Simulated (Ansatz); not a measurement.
`CN1BC1[SiH3]` → `[SiH3]C1BN1` + `[CH2]` (triplet) at 500 K and 1 bar (formal loss of a carbene).

Gas-phase electronic energies from Ansatz, PBE0-D4/def2-TZVP geometries. CBS: MP2 limit from def2 TZ/QZ plus the TZ coupled-cluster correction, frozen cores. This one scheme is used for every species. Triplets are unrestricted, without spin–orbit coupling.

| species | CCSD(T)/CBS energy (Eh) | H − E (kJ/mol) | S (J/(mol·K)) |
| --- | --- | --- | --- |
| `CN1BC1[SiH3]` | -449.45371 | 305.3 | 417.7 |
| `[SiH3]C1BN1` | -410.19732 | 221.4 | 372.6 |
| `[CH2]` (triplet) | -39.09499 | 62.7 | 213.9 |

H − E and S are ideal-gas, rigid-rotor, harmonic terms from PBE0-D4/def2-TZVP, for one conformer and one mirror image of each species, with the whole ground term of open shells counted as degenerate. 1 Eh = 2625.50 kJ/mol, R = 8.31446 J/(mol·K).

**Question.** By hand: ΔE, ΔH, ΔS and ΔG.

**Answer.** ΔE = (-410.19732) + (-39.09499) − (-449.45371) = 0.16140 Eh = 423.8 kJ/mol. Δ(H − E) = 221.4 + 62.7 − 305.3 = -21.2, so ΔH = 402.6 kJ/mol. ΔS = 372.6 + 213.9 − 417.7 = 168.8 J/(mol·K). ΔG = 402.6 − 500 × (168.8)/1000 = 318.2 kJ/mol.

**Question.** By hand: the equilibrium constant, and the temperature at which ΔG would vanish if ΔH and ΔS stayed fixed.

**Answer.** log₁₀ K = −ΔG/(RT ln 10) = -33.2. ΔG = 0 at ΔH/ΔS = 2385 K.

The number of gas molecules changes by +1, which sets the sign of ΔS. A doubt of 5 kJ/mol in ΔE shifts log₁₀ K by 0.5 here. Other conformers and mirror images would add mixing entropy, several J/(mol·K) or more a flexible species. A triplet takes part, so the spin changes. These are equilibria of isolated gas molecules and say nothing of rates. Largest T1 diagnostic: 0.014 (customary marks: 0.02 for closed shells, 0.045 for open ones).
